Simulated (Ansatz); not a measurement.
System: CAuClO, charge 1, multiplicity 2. The spin state was set by rule; other spins were not relaxed. 
Structure (B3LYP-D3(BJ)/def2-TZVP (Ansatz, a quantum-chemistry and plane-wave program) minimum search):
```xyz
4

Au     0.0460     0.0191     0.0372
Cl    -0.3172     1.5653    -1.5819
O      0.1366    -2.3790     2.0125
C      0.1114    -1.5146     1.3090
```
Charge +1, spin multiplicity 2.

Total electronic energies in hartree. Valence correlation only, unless marked. UHF or UKS for open shells. Spin-orbit coupling is left out. Frozen are the shells of the preceding noble gas and the d and f shells that filled before the atom's block. Past Kr the def2 sets carry scalar-relativistic core potentials. CBS(X,Y): correlation extrapolated as X^-3; Hartree-Fock from the larger set. The bracket is a focal-point correction in the basis named.

| level | program | energy (Eh) |
|---|---|---|
| HF/def2-SVPD | Ansatz | -706.52466 |
| HF/def2-TZVPPD | Ansatz | -706.82523 |
| RI-HF/def2-TZVPP | Ansatz | -706.82405 |
| BLYP-D3(BJ)/def2-TZVPD | Ansatz + dftd3 | -709.00698 |
| B97M-V/def2-TZVPD | Ansatz | -708.86517 |
| PBE0/def2-SVP | Ansatz | -708.43249 |
| PBE0-D4/def2-TZVPD | Ansatz + dftd4 | -708.73930 |
| PBE0/def2-TZVP | Ansatz | -708.73536 |
| PBE0/def2-QZVPP | Ansatz | -708.75817 |
| r2SCANh/def2-TZVPD | Ansatz | -708.95696 |
| r2SCAN0-D4/def2-TZVPD | Ansatz + dftd4 | -708.90501 |
| CAM-B3LYP-D3(BJ)/def2-TZVPD | Ansatz + dftd3 | -708.94494 |
| CAM-B3LYP/def2-TZVPD | Ansatz | -708.94173 |
| LC-wPBE-D3(BJ)/def2-TZVPD | Ansatz + dftd3 | -708.83412 |
| LC-wPBE-D4/def2-TZVPD | Ansatz + dftd4 | -708.83409 |
| B2PLYP-D3(BJ)/def2-TZVPD | Ansatz + dftd3 | -708.58949 |
| MP2/def2-SVP | Ansatz | -707.19521 |
| MP2/def2-TZVPP | Ansatz | -707.73750 |
| RI-MP2/def2-TZVPP | Ansatz | -707.73732 |
| RI-MP2/def2-QZVPPD | Ansatz | -707.82563 |
| RI-MP2/CBS(def2-TZVPPD,def2-QZVPPD) | Ansatz | -707.8728 |
| SCS-MP2/def2-SVPD | Ansatz | -707.18034 |
| RI-MP2/CBS(def2-TZVPP,def2-QZVPP)+[CCSD(T)-MP2]/def2-TZVPP | Ansatz | -707.9006 |

Totals of different functionals don't rank their quality; only differences between species are comparable.
